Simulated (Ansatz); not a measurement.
Two structures of SiNH₉O₂, singlet, reached by relaxing down either side of one saddle point (PBE0-D4/def2-TZVP). Energies are electronic, without zero-point energy. Computed with Ansatz 0.2.0 (basis: def2-TZVPP and def2-QZVPP); correlated methods freeze the cores. Extrapolation: Hartree–Fock as exp(−7.88 √X), correlation as X^−2.97. First:

| atom | x (Å) | y (Å) | z (Å) |
| --- | --- | --- | --- |
| Si1 | -0.7948 | -0.4418 | -0.9729 |
| H2 | 0.4399 | -1.0916 | -0.4295 |
| H3 | -0.5937 | 0.3603 | -2.1959 |
| H4 | -1.6261 | 0.1528 | 0.1080 |
| O5 | -1.7010 | -1.6997 | -1.6017 |
| H6 | 0.8609 | 1.3060 | 0.7916 |
| N7 | 0.5608 | 1.4921 | -0.1624 |
| H8 | 1.0755 | -0.8373 | 1.3683 |
| O9 | 1.4113 | -0.2813 | 2.0817 |
| H10 | -2.0432 | -2.3418 | -0.9795 |
| H11 | 1.3897 | 1.6532 | -0.7219 |
| H12 | 0.0161 | 2.3456 | -0.1693 |
| H13 | 1.0043 | -0.6165 | 2.8833 |

Second:

Si1  (-0.968, 0.859, -1.077)
H2  (1.930, -2.590, 0.024)
H3  (-1.151, 0.755, -2.546)
H4  (-1.492, 2.165, -0.591)
O5  (-1.719, -0.442, -0.446)
H6  (0.393, 0.042, 1.213)
N7  (0.698, 0.869, -0.558)
H8  (1.474, -2.275, 0.526)
O9  (-0.082, -0.561, 1.818)
H10  (-1.452, -0.653, 0.465)
H11  (1.323, 0.193, -0.977)
H12  (1.153, 1.771, -0.525)
H13  (-0.108, -0.133, 2.675)
(Å)

Which bonds change from the first to the second?

SiH₄O ([OH][SiH3]) + H₂O + NH₃ → SiNH₅O ([NH2][SiH2][OH]) + H₂O + H₂; bonds formed: Si1–N7, H2–H8, H6–O9; bonds broken: Si1–H2, H6–N7, H8–O9.

Give the saddle point's structure and its height above each. (An estimate is asked for; the value comes from the calculation.)

The calculation gives: 35.70 kcal/mol above the first and 48.19 kcal/mol above the second (CCSD(T) at an estimated basis limit (MP2 extrapolated from triple and quadruple zeta, plus CCSD(T) − MP2 in triple zeta)).
| atom | x (Å) | y (Å) | z (Å) |
| --- | --- | --- | --- |
| Si1 | -0.9942 | 0.0330 | -0.6608 |
| H2 | -0.1011 | -1.3027 | 0.4515 |
| H3 | -1.6391 | 1.0284 | -1.5790 |
| H4 | -1.8521 | 0.0915 | 0.5479 |
| O5 | -0.8997 | -1.2052 | -1.7417 |
| H6 | 1.0025 | 0.6183 | 0.7378 |
| N7 | 0.5527 | 0.9885 | -0.3293 |
| H8 | 0.5458 | -0.9087 | 1.1077 |
| O9 | 1.3369 | -0.1640 | 1.6916 |
| H10 | -0.5390 | -2.0053 | -1.3478 |
| H11 | 1.2462 | 0.7756 | -1.0415 |
| H12 | 0.3754 | 1.9868 | -0.3847 |
| H13 | 0.9656 | 0.0635 | 2.5483 |

No T1 diagnostic of these runs exceeds 0.012.

Labels in which every atom is bracketed show which atoms are joined, not bond orders.

For scale, one of the runs: CCSD(T)/def2-TZVPP, 261 basis functions, launched by `ansatz run in.yaml --threads 8 --pin off --events-out ev --progress --plain --max-ram 19148MiB`. Time: 100 s of wall clock on 8 CPU threads of an Arm Neoverse V1; the host was shared. Peak host memory: 6.4 GiB.
